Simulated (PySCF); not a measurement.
Electron correlation in Li⁺ (lithium, charge +1)

1s2, closed-shell 1S. Computed with PySCF 2.14 in cc-pVDZ (3s2p1d, 14 functions), with the non-relativistic Hamiltonian (point nucleus). Frozen: nothing; 2 electrons correlated.

Total MP2 correlation energy: -0.12 mhartree.

Same-spin part 0.00 and opposite-spin part -0.12 mhartree; SCS-MP2 scales them by 1/3 and 6/5 to -0.14 mhartree.

With two correlated electrons CCSD is exact within the correlated space (frozen core and kept virtual orbitals).

```
level  correlation energy (mhartree)
 CCSD                          -0.11
```

Diagnostics: T1 = 0.00016, D1 = 0.0002, largest double amplitude 0.002.

Q: Is a single reference adequate?

A: Yes: T1 lies below 0.03 and no double amplitude reaches 0.07.
